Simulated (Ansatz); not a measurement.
Mulliken charges of AlBF$_{2}$H$_{2}$O, SMILES `O[B](F)[AlH][F]` from ωB97M-V/def2-TZVPP in Ansatz (PBE0-D4/def2-TZVP geometry).

```json
{"atom": "O1", "x (Å)": "0.462", "y (Å)": "-0.166", "z (Å)": "1.769", "charge (e)": "-0.213"}
{"atom": "B2", "x (Å)": "0.512", "y (Å)": "-0.676", "z (Å)": "0.519", "charge (e)": "0.230"}
{"atom": "F3", "x (Å)": "1.171", "y (Å)": "-1.825", "z (Å)": "0.394", "charge (e)": "-0.243"}
{"atom": "Al4", "x (Å)": "-0.411", "y (Å)": "0.302", "z (Å)": "-1.162", "charge (e)": "0.485"}
{"atom": "F5", "x (Å)": "-1.153", "y (Å)": "1.713", "z (Å)": "-0.698", "charge (e)": "-0.359"}
{"atom": "H6", "x (Å)": "-0.020", "y (Å)": "0.662", "z (Å)": "1.825", "charge (e)": "0.205"}
{"atom": "H7", "x (Å)": "-0.500", "y (Å)": "-0.078", "z (Å)": "-2.693", "charge (e)": "-0.105"}
```

By hand: the dipole of these point charges (1 e Å = 4.8032 D).

Σ q r = (-0.002, -0.001, -0.009) e Å, of length 0.009 e Å = 0.04 D.

How does the dipole of the full density compare? (An estimate is asked.)

Ansatz gave: (-0.087, 0.124, -0.060) e Å, 0.78 D; the point charges give 0.05 times that, at 67° from its direction.

Point charges leave out the atoms' own dipoles, such as those of lone pairs, and Mulliken's split depends on the basis, so the two needn't agree.
